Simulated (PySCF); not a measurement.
O3S, SMILES O=S(=O)=O.

The structure is a stationary point at ωB97X-D3(BJ)/def2-TZVP.

Two levels are set side by side: PBE/def2-TZVPD (PySCF) and HF/def2-TZVPD (PySCF). Same geometry, gas phase. Differences are taken from unrounded values.

| quantity | HF | PBE | PBE minus HF |
|---|---|---|---|
| orbital gap (eV) | 15.32 | 4.59 | -10.73 |
| highest occupied level (eV) | -14.68 | -8.29 | 6.40 |
| lowest empty level (eV) | 0.63 | -3.69 | -4.33 |
| mean polarisability (bohr³) | 25.5 | 29.2 | 3.7 |

Without exact exchange PBE keeps part of each electron's self-repulsion, which lifts occupied levels and narrows the gap. Loosely held outer electrons make PBE densities more polarisable. Differences between two approximate levels are no errors against the true value.

Rough cost on one machine, each run with all the roots and properties that it gave: HF against PBE about 1/3.
